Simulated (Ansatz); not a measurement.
# GeH3O (SMILES [O][GeH3]): methods side by side

The species is GeH3O (5 atoms), meant as a doublet with charge 0. SMILES: `[O][GeH3]`. The shape was relaxed beforehand at PBE0/def2-SVP.

Each level gives the adiabatic electron affinity (to the singlet anion, shapes relaxed at PBE0/def2-SVP, no zero-point term) (eV). The values are calculated.

The electron affinity is E(neutral) − E(anion): positive where the electron is bound.

```csv
level,kind,program,value (eV),less CCSD(T)/def2-TZVPP,CPU time (all runs)
UBLYP/def2-TZVPP,GGA,Ansatz,2.48,+0.01,13 s
UPBE/def2-TZVPP,GGA,Ansatz,2.60,+0.13,13 s
U-r2SCAN/def2-TZVPP,meta-GGA,Ansatz,2.45,-0.02,33 s
UB3LYP/def2-TZVPP,global hybrid,Ansatz,2.52,+0.05,12 s
U-wB97M-V/def2-TZVPP,range-separated hybrid,Ansatz,2.46,-0.01,44 s
UCAM-B3LYP/def2-TZVPP,range-separated hybrid,Ansatz,2.49,+0.02,13 s
RPA@PBE/def2-TZVPP,RPA,Ansatz,2.63,+0.16,21 s
UCCSD(T)/def2-TZVPP,coupled cluster or CI,Ansatz,2.47,0.00,44 s
```

UCCSD(T)/def2-TZVPP is the highest level here, not the true value. All-electron rows without a relativistic Hamiltonian named are non-relativistic. The values span 2.45 to 2.63 eV. In the correlated wave-function rows the outer d shell of Ge is correlated, in sets not made for it. Times are those of the runs behind each value, whatever else they computed, on shared processors of several kinds: orders of magnitude only.
